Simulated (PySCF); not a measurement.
C5H5BO, SMILES C#CB(C#C)OC.

Geometry optimised at B3LYP-D3(BJ)/def2-SVP. One conformer was computed; it need not be the lowest.

Method: PBE0/def2-TZVP in PySCF.

Isolated molecule, no solvent.

The total energy is -293.28464 hartree and the point group is Cs. The highest occupied level is -7.96 eV and the lowest empty level comes out as -1.67 eV. The orbital gap comes out as 6.28 eV and the dipole moment is 1.44 D. The quadrupole, principal values (traceless, Buckingham form, about the centre of nuclear charge) is -8.10, -1.15, 9.25 D·Å and the mean static polarisability is 73.7 bohr³ (10.93 Å³). The polarisability, principal values is 45.6, 76.8, 98.8 bohr³.
